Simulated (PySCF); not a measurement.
C3H6BFO, SMILES C=CCB(O)F.

Geometry optimised at B3LYP-D3(BJ)/def2-SVP. The structure was generated by enumeration, and PubChem lists no compound with its InChIKey, so it may never have been made. Other conformers were not sampled.

All values below come from TDA-PBE/def2-SVPD in PySCF.

Vertical excitations. 

Q: Estimate the UV-visible absorptions. (Estimate from the structure and the level; the computed values follow.)

A: 
| state | energy (eV) | λ (nm) | f | main pairs |
|---|---|---|---|---|
| S1 | 6.24 | 199 | 0.015 | HOMO→LUMO+1 91 % |
| S2 | 6.33 | 196 | 0.049 | HOMO→LUMO+2 48 %, HOMO→LUMO 37 % |
| S3 | 6.88 | 180 | 0.124 | HOMO→LUMO+2 38 %, HOMO−1→LUMO 36 %, HOMO→LUMO 16 % |
| S4 | 7.29 | 170 | 0.031 | HOMO→LUMO+3 76 %, HOMO→LUMO+4 14 % |
| S5 | 7.33 | 169 | 0.012 | HOMO→LUMO+4 78 %, HOMO→LUMO+3 14 % |
| S6 | 7.36 | 169 | 0.012 | HOMO−2→LUMO 83 % |
| S7 | 7.52 | 165 | 0.013 | HOMO→LUMO+5 45 %, HOMO−1→LUMO 25 %, HOMO−3→LUMO 22 % |
| S8 | 7.63 | 163 | 0.003 | HOMO−3→LUMO 64 %, HOMO→LUMO+5 28 % |
| S9 | 7.92 | 157 | 0.010 | HOMO−4→LUMO 85 % |
| S10 | 7.99 | 155 | 0.083 | HOMO−1→LUMO+1 95 % |
| T1 | 4.38 | 283 | 0 | HOMO→LUMO 95 % |
| T2 | 6.08 | 204 | 0 | HOMO→LUMO+1 93 % |
| T3 | 6.29 | 197 | 0 | HOMO→LUMO+2 90 % |
| T4 | 6.77 | 183 | 0 | HOMO−1→LUMO 93 % |
Triplets are in the Tamm–Dancoff approximation.
